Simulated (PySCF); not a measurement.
**Ni(2+) (nickel, charge +2) across methods**

[Ar] 3d7 4s1, high-spin 5F determinant (an excited configuration). Computed with PySCF 2.14 in aug-cc-pVTZ, with no relativity, point nucleus.

```json
{"method": "MN15", "E (hartree)": "-1507.244", "mean ε 3d α (eV)": "-40.919", "mean ε 3d β (eV)": "-37.262", "mean ε 4s α (eV)": "-25.565", "Σ⟨r²⟩ (bohr²)": "19.36", "⟨S²⟩": "6.001"}
{"method": "revPBE", "E (hartree)": "-1506.971", "mean ε 3d α (eV)": "-36.761", "mean ε 3d β (eV)": "-33.840", "mean ε 4s α (eV)": "-24.326", "Σ⟨r²⟩ (bohr²)": "19.18", "⟨S²⟩": "6.000"}
{"method": "PBE", "E (hartree)": "-1506.816", "mean ε 3d α (eV)": "-36.824", "mean ε 3d β (eV)": "-33.887", "mean ε 4s α (eV)": "-24.432", "Σ⟨r²⟩ (bohr²)": "19.18", "⟨S²⟩": "6.000"}
{"method": "PBE0", "E (hartree)": "-1506.861", "mean ε 3d α (eV)": "-39.949", "mean ε 3d β (eV)": "-36.749", "mean ε 4s α (eV)": "-25.280", "Σ⟨r²⟩ (bohr²)": "19.12", "⟨S²⟩": "6.001"}
{"method": "r2SCAN", "E (hartree)": "-1507.071", "mean ε 3d α (eV)": "-37.444", "mean ε 3d β (eV)": "-34.380", "mean ε 4s α (eV)": "-24.733", "Σ⟨r²⟩ (bohr²)": "19.08", "⟨S²⟩": "6.001"}
{"method": "UHF", "E (hartree)": "-1505.83083", "mean ε 3d α (eV)": "-48.485", "mean ε 3d β (eV)": "-44.334", "mean ε 4s α (eV)": "-27.333", "Σ⟨r²⟩ (bohr²)": "19.18", "⟨S²⟩": "6.002"}
{"method": "LDA", "E (hartree)": "-1504.355", "mean ε 3d α (eV)": "-37.128", "mean ε 3d β (eV)": "-33.901", "mean ε 4s α (eV)": "-24.745", "Σ⟨r²⟩ (bohr²)": "19.14", "⟨S²⟩": "6.000"}
{"method": "M06-2X", "E (hartree)": "-1507.058", "mean ε 3d α (eV)": "-43.323", "mean ε 3d β (eV)": "-39.547", "mean ε 4s α (eV)": "-25.691", "Σ⟨r²⟩ (bohr²)": "19.23", "⟨S²⟩": "6.004"}
```

Question: Estimate the same row for PBEsol.

Answer: E (hartree) = -1505.533; mean ε 3d α (eV) = -36.856; mean ε 3d β (eV) = -33.737; mean ε 4s α (eV) = -24.473; Σ⟨r²⟩ (bohr²) = 19.15; ⟨S²⟩ = 6.000.
